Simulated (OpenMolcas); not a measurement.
## Au3+: moving or changing the point charges

Au3+ among 6 point charges of -1 e arranged as a trigonal prism (D3h), 2.09 Å from the ion, with a polar angle of 45.7° against the regular 49.1°.
```
   1.4949    0.0000    1.4607  -1.00
  -0.7474    1.2946    1.4607  -1.00
  -0.7474   -1.2946    1.4607  -1.00
   1.4949    0.0000   -1.4607  -1.00
  -0.7474    1.2946   -1.4607  -1.00
  -0.7474   -1.2946   -1.4607  -1.00
```

```yaml
Program: OpenMolcas 26.06
Method: "SS-CASPT2, IPEA 0.25 Eh, imaginary shift 0.1 Eh (closed shells correlated: 4f 5s 5p)"
Basis: ANO-RCC-VDZP [7s6p4d2f]
Scalar_Hamiltonian: DKH2, point nucleus
Active_space: 8 electrons in 5 orbitals (5d)
State_averaging: 2S+1 = 3 even, 10 roots; 2S+1 = 1 even, 15 roots
Spin-orbit_coupling: state interaction with AMFI integrals over the reference wave functions
```

Runs around this geometry, states (labels of D3, the rotations of D3h). Energies in cm-1 above the lowest state or level, χT in cm3 K/mol.

```
R (Å)  q (e)  Polar angle / regular  Ground state  First state of that spin  First gap with spin-orbit (degeneracies)  χT at 300 K  First state of another spin
 2.09  -0.65                   0.93           3A2                   3E 1430                                480 (1, 2)        2.601                     1E 11420
    2     -1                   0.93           3A2                   3E 3330                                790 (1, 2)        1.855                     1E 12140
 2.09     -1                   0.93           3A2                   3E 2650                                700 (1, 2)        2.061                     1E 11970
 2.31     -1                   0.93           3A2                   3E 1520                                500 (1, 2)        2.541                     1E 11500
 2.09     -1                      1           3A2                   3E 2210                                640 (1, 2)        2.216                     1E 11750
```

Taking the first state of the same spin as R^-n, n = -ln(1520 / 3330) / ln(2.31 / 2) = 5.4 between the shortest and longest distance.

Scaling the charges by -0.65 / -1 = 0.65 scales the first state of the same spin by 1430 / 2650 = 0.54; with fixed orbitals a first-order splitting would follow the charge.

Roots that are degenerate in the reference are averaged as groups; the widest CASPT2 spread within a group is 81 cm-1 (the 2-fold group of multiplicity 3 near 7240 cm-1 above the lowest state of its run, R = 2.09, q = -1, ratio = 0.93). Shifts and gaps below about the spread of the groups concerned are not significant. Real 4d8 and 5d8 ions are as a rule square planar and diamagnetic. Free-ion shares, where given, are those of the reference states; single-state CASPT2 does not remix them. Spin-orbit coupling mixes the spin-free states strongly: the lowest level takes only 56 % from its leading state, 3A2 (figures for R = 2.09, q = -0.65, ratio = 0.93; the like holds for R = 2, q = -1, ratio = 0.93, R = 2.09, q = -1, ratio = 0.93, R = 2.31, q = -1, ratio = 0.93, R = 2.09, q = -1, ratio = 1). The ground term spreads over less than 5000 cm-1, several times less than with real ligands, so orbital moments are less quenched and χT lies further from the spin-only value than at real sites (holds for R = 2.09, q = -0.65, ratio = 0.93; R = 2.31, q = -1, ratio = 0.93). This is an electrostatic model: the charges have no orbitals. No measured value stands beside these numbers.
